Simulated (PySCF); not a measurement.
(E)-3-chloropent-3-en-1-yne (C₅H₅Cl), SMILES C#C/C(Cl)=C\C.

Geometry: B3LYP-D3(BJ)/def2-SVP.

The numbers are results of TDA-PBE/def2-SVPD in PySCF 2.14.0, not measurements.

Vertical excitations.  State labels are in the subgroup Cs.

```csv
state,symmetry,energy (eV),λ (nm),f,main pairs
S1,A",4.76,261,0.000,HOMO→LUMO+1 99 %
S2,A",5.04,246,0.000,HOMO−1→LUMO 99 %
S3,A',5.35,232,0.280,HOMO→LUMO 77 %
S4,A',5.62,221,0.014,"HOMO−2→LUMO 74 %, HOMO−1→LUMO+1 24 %"
S5,A",5.72,217,0.000,HOMO−3→LUMO 100 %
S6,A",6.14,202,0.008,HOMO→LUMO+2 100 %
S7,A",6.31,197,0.000,HOMO−2→LUMO+1 95 %
S8,A',6.54,190,0.104,"HOMO−3→LUMO+1 53 %, HOMO−1→LUMO+1 34 %"
S9,A",6.67,186,0.007,"HOMO→LUMO+3 76 %, HOMO→LUMO+4 22 %"
S10,A",6.75,184,0.001,"HOMO→LUMO+4 77 %, HOMO→LUMO+3 19 %"
T1,A',3.18,389,0,HOMO→LUMO 98 %
T2,A",4.44,279,0,HOMO→LUMO+1 92 %
T3,A",4.83,257,0,HOMO−1→LUMO 89 %
T4,A',4.94,251,0,"HOMO−2→LUMO 63 %, HOMO−1→LUMO+1 28 %"
```
Triplets are in the Tamm–Dancoff approximation.
